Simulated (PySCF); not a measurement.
Method: B3LYP-D3(BJ)/def2-TZVP (PySCF). Gas-phase values, no solvent. B3LYP has the VWN-RPA correlation part, as in Gaussian. 

Reference species (SMILES): `[F][Ge]([F])([F])[F]` (neutral, multiplicity 1).

* **dipole moment**: 0.00 D

Changed species: `[F][GeH]([F])[F]` (whole molecule; the reference has whole molecule).

Question: What does the change do to the dipole moment?

Answer: the dipole moment rises by 2.50 D, to 2.50 D.
